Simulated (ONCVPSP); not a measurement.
**Building the ONCV potential for oxygen (O) (PBE, scalar-relativistic).**

O (Z = 8), optimised norm-conserving Vanderbilt (ONCV), made with ONCVPSP 4.0.1 (PBE, scalar-relativistic). Core [He], reference 2s1.75 2p4.25. Waves: 2s: rc 0.85 bohr, ncon 4, nbas 7, qcut 6.3 1/bohr, 1 projector; 2p: rc 1.40 bohr, ncon 4, nbas 8, qcut 10.5 1/bohr, 1 projector. Local part: polynomial inside 0.75 bohr (lpopt 3, dvloc0 -1 Ha). Core correction: Teter function fitted to the true core (icmod 2), fcfact 0.35.

All-electron outer shells of the reference configuration (PBE, scalar-relativistic, ld1.x):

```json
{"shell": "1s", "level (eV)": "-514.88", "outermost node (bohr)": "–", "outermost maximum (bohr)": "0.13"}
{"shell": "2s", "level (eV)": "-24.08", "outermost node (bohr)": "0.28", "outermost maximum (bohr)": "0.87"}
{"shell": "2p", "level (eV)": "-9.14", "outermost node (bohr)": "–", "outermost maximum (bohr)": "0.82"}
```

Calculated quality:

```
Cutoffs needed             : 134 Ha and 168 Ha (the cutoffs (Ha) at which the residual kinetic energy of the hardest occupied pseudo-wave falls to 1 and 0.1 mHa per electron)
Ghost test                 : no bound ghost flagged; no localised positive-energy state flagged
Largest excitation error   : +1910 meV (all-electron minus pseudo) for 2s2 2p0, out of 4 test configurations
rms error of d²Exc/dni dnj : 1.69 mHa without and 1.81 mHa with the model core
```

Generation and tests took about 1.6 s on one core of a shared server CPU.
